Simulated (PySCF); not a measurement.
Electron correlation in Ne⁺ (neon, charge +1)

Starting occupation: [He] 2s2 2p5, 2p1/2 with m_j = -1/2, +1/2, 2p3/2 with m_j = -1/2, +1/2, +3/2. All numbers are calculated (PySCF 2.14, X2C-1e with screened-nucleus spin-orbit coupling, Gaussian nucleus, in x2c-SVPall-2c). Frozen: 1s2; 7 electrons correlated.

MP2 pair energies summed by pair of shells (mhartree):

```
 pair  energy  share (%)
2p-2p  -85.34       64.3
2p-2s  -40.35       30.4
2s-2s   -6.96        5.2
```

Total MP2 correlation energy: -132.65 mhartree.

The GHF reference relaxed away from the jj start to a determinant that is no pure jj level (⟨S²⟩ = 0.75, ⟨J²⟩ = 3.75); the energies belong to that determinant.
